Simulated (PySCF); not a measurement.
Vertical excitations of a molecule C₄H₅F from TDA-PBE/def2-SVPD in PySCF, as energy in eV (oscillator strength): 4.58 (0.001), 5.97 (0.000), 6.65 (0.001), 6.71 (0.000), 7.06 (0.060), 7.17 (0.071), 7.53 (0.013), 7.59 (0.013), 7.83 (0.062), 7.90 (0.029). Lowest triplet (TDA): 4.13 eV. Geometry optimised at PBE0-D3(BJ)/def2-SVP. The values are those of a single conformer.

Which molecule gave these data?
(A) C#C[C@H](C)F
(B) C=CC(=C)F
(C) C=C=C(C)F
(D) F[C@H]1C=CC1

C, C=C=C(C)F
